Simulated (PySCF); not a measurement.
This PySCF input asks for the NMR shieldings of `COC[SiH2][SiH2]OC(C)=O`, C4H12O3Si2; the geometry comes from GFN2-xTB.

```python
import basis_set_exchange as bse
import numpy as np
from pyscf import gto, dft
from pyscf.prop import nmr

atoms = """
C     1.815747    1.466090   -0.980282
O     1.420927    0.372485   -0.201659
C     1.446795   -0.869443   -0.891217
Si    0.721710   -2.104017    0.382407
Si   -0.096869   -0.731451    2.049311
O    -1.282913    0.269003    1.394167
C    -1.757613    0.151969    0.178810
C    -2.695843    1.269528   -0.198227
O    -1.473545   -0.758254   -0.562846
H     1.159836    1.589806   -1.852530
H     2.848056    1.348128   -1.334717
H     1.748384    2.349831   -0.346853
H     2.473236   -1.102116   -1.202643
H     0.834900   -0.805982   -1.797857
H    -0.139201   -3.082981   -0.283813
H     1.862598   -2.887638    0.910015
H    -0.875666   -1.401238    3.101837
H     0.726244    0.302666    2.671771
H    -3.136364    1.075313   -1.171436
H    -3.472452    1.362215    0.557260
H    -2.136886    2.203029   -0.225037
"""
names = dict.fromkeys(["C", "O", "Si", "H"], "pcSseg-1")
basis = {el: gto.basis.parse(bse.get_basis(n, elements=[el], fmt="nwchem")) for el, n in names.items()}
mol = gto.M(atom=atoms, basis=basis, charge=0, verbose=0)
mf = dft.RKS(mol, xc="PBE0")
mf.grids.level = 2
mf.grids.alignment = dft.numint.BLKSIZE   # the property module wants whole blocks of grid points
mf.conv_tol = 1e-9
mf.kernel()

calc = nmr.RKS(mf)   # GIAO
C = mf.mo_coeff
Co = C[:, mf.mo_occ > 0]
resp = mf.gen_response(singlet=True, hermi=2)
def vind(x):   # induced exchange potential for any number of trial vectors
    d = np.einsum("pi,xij,qj->xpq", C, 2 * x.reshape(-1, C.shape[1], Co.shape[1]), Co, optimize=True)
    return np.einsum("xpq,pi,qj->xij", resp(d - d.transpose(0, 2, 1)), C, Co, optimize=True).ravel()
mo1, _ = nmr.rhf.solve_mo1(calc, with_cphf=vind)
sigma = calc.kernel(mo1)
for i, s in enumerate(sigma):   # ppm
    w = np.linalg.eigvalsh((s + s.T) / 2)
    print("%2d %-2s iso %8.1f  s11 %8.1f  s22 %8.1f  s33 %8.1f" % (i, mol.atom_pure_symbol(i), w.mean(), *w))
```

Task: What are the results?

Result: 
```
 0 C  iso    122.4  s11     90.2  s22     92.5  s33    184.6
 1 O  iso    318.0  s11    282.4  s22    318.3  s33    353.2
 2 C  iso    122.8  s11     88.5  s22     99.1  s33    180.7
 3 Si iso    416.6  s11    371.2  s22    409.9  s33    468.7
 4 Si iso    378.0  s11    328.5  s22    359.4  s33    446.1
 5 O  iso    146.5  s11      3.6  s22    189.0  s33    247.0
 6 C  iso      8.2  s11    -87.5  s22     32.9  s33     79.1
 7 C  iso    162.2  s11    139.7  s22    153.3  s33    193.5
 8 O  iso   -105.6  s11   -378.3  s22   -191.8  s33    253.2
 9 H  iso     28.6  s11     24.2  s22     27.2  s33     34.4
10 H  iso     28.4  s11     24.4  s22     25.7  s33     35.0
11 H  iso     27.9  s11     23.8  s22     25.2  s33     34.6
12 H  iso     28.3  s11     24.8  s22     26.7  s33     33.3
13 H  iso     28.4  s11     25.5  s22     27.3  s33     32.5
14 H  iso     27.1  s11     23.7  s22     25.4  s33     32.3
15 H  iso     27.7  s11     24.2  s22     25.5  s33     33.4
16 H  iso     26.8  s11     22.6  s22     25.3  s33     32.5
17 H  iso     26.7  s11     24.2  s22     24.9  s33     31.1
18 H  iso     29.9  s11     25.6  s22     28.6  s33     35.4
19 H  iso     29.5  s11     25.6  s22     28.4  s33     34.7
20 H  iso     29.5  s11     26.2  s22     28.6  s33     33.6
```

These numbers come from an equivalent density-fitted implementation of the same equations, which agrees with the script to about 0.01 ppm for H and up to a few tenths of a ppm for heavy atoms, so last digits may differ.

Task: Turn these shieldings into chemical shifts. Referencing at the same level of theory: ¹³C (σ = 186.93 ppm), ²⁹Si (σ = 349.16 ppm), ¹H (σ = 31.72 ppm) against TMS; H2O for ¹⁷O (σ = 336.08 ppm).

Result: Averaging equivalent atoms: C 6: 178.7; C 0: 64.5; C 2: 64.2; C 7: 24.8; O 8: 441.7; O 5: 189.6; O 1: 18.1; Si 4: -28.8; Si 3: -67.5; H 16/17: 4.95; H 14/15: 4.32; H 9/10/11: 3.44; H 12/13: 3.38; H 18/19/20: 2.10 ppm. Unscaled 17O shifts of doubly bonded oxygen tend to come out too high, by tens of ppm or more. Experimental scales use liquid or dissolved standards, which lie at an offset from isolated H2O (liquid H2O: subtract about 36 ppm).

Size and cost of the density-fitted run: 227 basis functions, 94 s wall time on 1 thread of an Arm Neoverse N1, shared host; peak memory 1.1 GiB.
